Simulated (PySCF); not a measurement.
CH₂N, charge +1, singlet, geometry from GFN2-xTB; PBE0/cc-pVTZ run with PySCF.

Input for PySCF:
```python
from pyscf import gto, scf, dft

mol = gto.Mole()
mol.atom = '''
    C    -0.000000   -0.000000   -0.600338
    N     0.000000    0.000000    0.532667
    H    -0.000000   -0.000000   -1.674882
    H     0.000000    0.000000    1.548240
'''
mol.basis = 'cc-pvtz'
mol.charge = 1
mol.spin = 0
mol.verbose = 4
mol.build()

mf = dft.RKS(mol)
mf.xc = 'pbe0'
mf.diis_space = 20
mf.kernel()
```

Output, abridged:

```
PySCF version 2.14.0

[INPUT] verbose = 4
[INPUT] num. atoms = 4
[INPUT] num. electrons = 14
[INPUT] charge = 1
[INPUT] spin (= nelec alpha-beta = 2S) = 0
[INPUT] symmetry False subgroup None
[INPUT] Mole.unit = angstrom
[INPUT] Symbol           X                Y                Z      unit          X                Y                Z       unit  Magmom
[INPUT]  1 C      0.000000000000   0.000000000000  -0.600338000000 AA    0.000000000000   0.000000000000  -1.134474402169 Bohr   0.0
[INPUT]  2 N      0.000000000000   0.000000000000   0.532667000000 AA    0.000000000000   0.000000000000   1.006594745594 Bohr   0.0
[INPUT]  3 H      0.000000000000   0.000000000000  -1.674882000000 AA    0.000000000000   0.000000000000  -3.165068270964 Bohr   0.0
[INPUT]  4 H      0.000000000000   0.000000000000   1.548240000000 AA    0.000000000000   0.000000000000   2.925749575097 Bohr   0.0

nuclear repulsion = 29.538527809646
number of shells = 30
number of NR pGTOs = 116
number of NR cGTOs = 88
basis = cc-pvtz
ecp = {}

******** <class 'pyscf.dft.rks.RKS'> ********
method = RKS
initial guess = minao
damping factor = 0
level_shift factor = 0
DIIS = <class 'pyscf.scf.diis.CDIIS'>
diis_start_cycle = 1
diis_space = 20
diis_damp = 0
SCF conv_tol = 1e-09
SCF conv_tol_grad = None
SCF max_cycles = 50
direct_scf = True
direct_scf_tol = 1e-13
XC library pyscf.dft.libxc version 7.1.2
    S. Lehtola, C. Steigemann, M. J. T. Oliveira, and M. A. L. Marques,  SoftwareX 7, 1–5 (2018)
XC functionals = pbe0
    C. Adamo and V. Barone,  J. Chem. Phys. 110, 6158 (1999)
    M. Ernzerhof and G. E. Scuseria,  J. Chem. Phys. 110, 5029 (1999)
radial grids:
    Treutler-Ahlrichs [JCP 102, 346 (1995); DOI:10.1063/1.469408] (M4) radial grids

becke partition: Becke, JCP 88, 2547 (1988); DOI:10.1063/1.454033
pruning grids: <function nwchem_prune>
grids dens level: 3
symmetrized grids: False
atomic radii adjust function: <function treutler_atomic_radii_adjust>
small_rho_cutoff = 0
Set gradient conv threshold to 3.16228e-05
Initial guess from minao.
tot grids = 47640
init E= -94.1569952123917
  HOMO = -0.42113340188725  LUMO = -0.0468464115130129  gap/eV = 10.18487
cycle= 1 E= -93.61197003863  delta_E= 0.545  |g|= 0.217  |ddm|= 1.32
  HOMO = -0.737762212330886  LUMO = -0.324668291616511  gap/eV = 11.24086
cycle= 2 E= -93.6123550180599  delta_E= -0.000385  |g|= 0.247  |ddm|= 0.25
  HOMO = -0.734754809922407  LUMO = -0.307845888194589  gap/eV = 11.61678
cycle= 3 E= -93.6221086979766  delta_E= -0.00975  |g|= 0.126  |ddm|= 0.137
  HOMO = -0.720213628383161  LUMO = -0.297557707331262  gap/eV = 11.50105
cycle= 4 E= -93.6253038550107  delta_E= -0.0032  |g|= 0.0104  |ddm|= 0.0469
  HOMO = -0.722741281832162  LUMO = -0.299233385215547  gap/eV = 11.52424
cycle= 5 E= -93.6253236093955  delta_E= -1.98e-05  |g|= 0.00307  |ddm|= 0.00569
  HOMO = -0.72182053306452  LUMO = -0.298486415007982  gap/eV = 11.51951
cycle= 6 E= -93.6253256404087  delta_E= -2.03e-06  |g|= 0.000232  |ddm|= 0.00138
  HOMO = -0.721876495330768  LUMO = -0.298523768489732  gap/eV = 11.52001
cycle= 7 E= -93.6253256511131  delta_E= -1.07e-08  |g|= 8.6e-06  |ddm|= 8.95e-05
  HOMO = -0.721877562450146  LUMO = -0.298524491710784  gap/eV = 11.52002
cycle= 8 E= -93.6253256511325  delta_E= -1.94e-11  |g|= 1.06e-06  |ddm|= 5.74e-06
  HOMO = -0.721877487250065  LUMO = -0.298524300159591  gap/eV = 11.52003
Extra cycle  E= -93.6253256511319  delta_E= 5.97e-13  |g|= 2.22e-06  |ddm|= 1.33e-06
converged SCF energy = -93.6253256511319
```
